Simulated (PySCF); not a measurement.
GaI2, SMILES [I][Ga+][I], charge +1. Geometry optimised at r2SCAN-D4/def2-SVP. The multiplicity is an assumed one; other spin states were not compared. The isomer is the one that the SMILES or the coordinates give; other isomers of the formula were not compared. The def2 effective core potentials stand for the cores of I; spin–orbit coupling is left out.

Computed equilibrium geometry at r2SCAN-D4/def2-SVP (PySCF confirms it by a frequency run) as Cartesian coordinates in Å, and its point group:
point group D∞h.
```xyz
3

Ga     0.0000     0.0000     0.0000
I      0.0000     0.0000    -2.3715
I      0.0000     0.0000     2.3715
```
Charge +1, spin multiplicity 1.
